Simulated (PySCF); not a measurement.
## NaSn at UHF-SCS-MP2

Level: UHF-SCS-MP2. basis Na aug-cc-pVDZ, Sn aug-cc-pVDZ-PP with ECP28; scalar-relativistic core potentials; PySCF 2.14.

* state: ⁴Σ⁻ (quartet), unpaired electrons σ ↑, π ↑↑
* bond length: 2.960 Å
* harmonic wavenumber: 181 cm⁻¹
* force constant: 0.371 mdyn/Å
* rotational constant Be: 0.09975 cm⁻¹
* well depth De to Na + Sn: 1.07 eV
* dissociation energy D0: 1.06 eV

Correlated steps freeze 5 core orbitals. Correlated levels converge slowly with the basis: in double zeta they bind strong bonds too weakly, by up to about 1 eV, and carry superposition errors of some tenths. Spin–orbit coupling is left out, which matters for elements this heavy, above all for dissociation energies. The state is the lowest determinant that a PBE0 search found; another state may lie lower at other levels.
